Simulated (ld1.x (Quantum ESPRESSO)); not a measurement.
## Ni (Z = 28): excitation energies, all-electron against TM

- Element: Ni (Z = 28)
- Generator: ld1.x (Quantum ESPRESSO) 7.5
- Type: norm-conserving Troullier–Martins (Kleinman–Bylander form)
- Functional: PBEsol
- Relativity: fully relativistic
- Frozen core: [Ne] 3s2
- Valence charge: 16
- Reference configuration: 3p6 3d8 4s2 4p0
- Partial waves: 4s (bound): rc 1.90 bohr; 3d (bound): rc 0.80 bohr; 3p (bound): rc 1.20 bohr
- Local potential: the p channel
- Core correction: a·sin(br)/r model core, default radius (core density twice the valence density)

Open shells are filled in proportion to 2j + 1 (rel_dist='average').

Energies are relative to the spin-unpolarised reference configuration 3p6 3d8 4s2 4p0; without spin polarisation the order of configurations can differ from experiment. The p channel is local and has no spin–orbit splitting in the pseudo-atom.

Q: Give the all-electron excitation energy and the error of the potential for: 3p6 3d8 4s1 4p0; 3p6 3d8 4s0 4p0; 3p6 3d7 4s0 4p0; 3p6 3d6 4s0 4p0; 3p6 3d9 4s0 4p0; 3p6 3d8.5 4s1.5 4p0; 3p6 3d7 4s2 4p1.

A:

```json
{"valence configuration": "3p6 3d8 4s1 4p0", "charge": "+1", "ΔE all-electron (eV)": "9.337", "error AE − PS (meV)": "-6.2"}
{"valence configuration": "3p6 3d8 4s0 4p0", "charge": "+2", "ΔE all-electron (eV)": "26.598", "error AE − PS (meV)": "-45"}
{"valence configuration": "3p6 3d7 4s0 4p0", "charge": "+3", "ΔE all-electron (eV)": "64.034", "error AE − PS (meV)": "+59"}
{"valence configuration": "3p6 3d6 4s0 4p0", "charge": "+4", "ΔE all-electron (eV)": "121.553", "error AE − PS (meV)": "+138"}
{"valence configuration": "3p6 3d9 4s0 4p0", "charge": "+1", "ΔE all-electron (eV)": "6.264", "error AE − PS (meV)": "-117"}
{"valence configuration": "3p6 3d8.5 4s1.5 4p0", "charge": "0", "ΔE all-electron (eV)": "-1.188", "error AE − PS (meV)": "-15"}
{"valence configuration": "3p6 3d7 4s2 4p1", "charge": "0", "ΔE all-electron (eV)": "10.577", "error AE − PS (meV)": "-2.2"}
```

Levels in the configuration 3p6 3d8 4s1 4p0:

```json
{"level": "3p j=1/2", "all-electron (eV)": "-81.845", "pseudo (eV)": "-80.306"}
{"level": "3p j=3/2", "all-electron (eV)": "-79.639", "pseudo (eV)": "-80.306"}
{"level": "3d j=3/2", "all-electron (eV)": "-18.099", "pseudo (eV)": "-18.051"}
{"level": "3d j=5/2", "all-electron (eV)": "-17.857", "pseudo (eV)": "-17.816"}
{"level": "4s j=1/2", "all-electron (eV)": "-13.175", "pseudo (eV)": "-13.192"}
```

Note: ghost states, extra bound levels that the all-electron valence spectrum of the same l lacks: s at -112.1 eV, p1/2 at -71.2 eV. A true bound ghost makes a file unfit for plane-wave use. The potential misses its own reference levels by up to 1.5 eV, so it is not fit for use.
